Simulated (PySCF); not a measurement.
Numbering as in the mapped SMILES `[CH3:1][O:2][C@@H:3]1[C@H:4]([SiH3:5])[C@@H:6]1[O:7][CH3:8]`. Each H is labelled by its parent atom.

Theory: NMR shieldings at PBE0/pcSseg-1/GIAO, GFN2-xTB structure, in PySCF 2.14 (in vacuum, averaged over atoms made equivalent by symmetry, fast rotation or ring inversion, no relativistic terms, one conformer).

References, each an isolated molecule treated in the same way: $^{13}$C (186.93 ppm), $^{1}$H (31.72 ppm), $^{29}$Si (349.16 ppm) vs TMS; H2O for $^{17}$O (336.08 ppm).

```json
{"atoms": "C3/C6", "nucleus": "$^{13}$C", "count": "2", "δ (ppm)": "63.0"}
{"atoms": "Si5", "nucleus": "$^{29}$Si", "count": "1", "δ (ppm)": "?"}
{"atoms": "H(C4)", "nucleus": "$^{1}$H", "count": "1", "δ (ppm)": "0.36"}
{"atoms": "H(C3)/H(C6)", "nucleus": "$^{1}$H", "count": "2", "δ (ppm)": "?"}
{"atoms": "H(C1)/H(C8)", "nucleus": "$^{1}$H", "count": "6", "δ (ppm)": "3.57"}
{"atoms": "C1/C8", "nucleus": "$^{13}$C", "count": "2", "δ (ppm)": "60.1"}
{"atoms": "O2/O7", "nucleus": "$^{17}$O", "count": "2", "δ (ppm)": "29.5"}
{"atoms": "C4", "nucleus": "$^{13}$C", "count": "1", "δ (ppm)": "?"}
{"atoms": "H(Si5)", "nucleus": "$^{1}$H", "count": "3", "δ (ppm)": "3.85"}
```

Estimate the values marked ?.

Answers


- C4: 9.9 ppm, three-membered-ring carbon; carbons of three-membered rings are unusually shielded
- H(C3)/H(C6): 3.12 ppm, hydrogen on a three-membered-ring carbon; its carbon carries O, an electronegative neighbour
- Si5: -88.7 ppm, silicon bonded to C, 3 H

Shifts are as computed. Against solution values, carbons near 30 ppm lie about +3 ppm off and those near 130 ppm about +5 ppm. Of 1211 compounds with measured shifts, 218 miss one by over three times the rms of a fit or turn the order of signals round; such compounds aren't used in these exercises. Experimental scales use liquid or dissolved standards, which lie at an offset from isolated H2O (liquid H2O: subtract about 36 ppm).
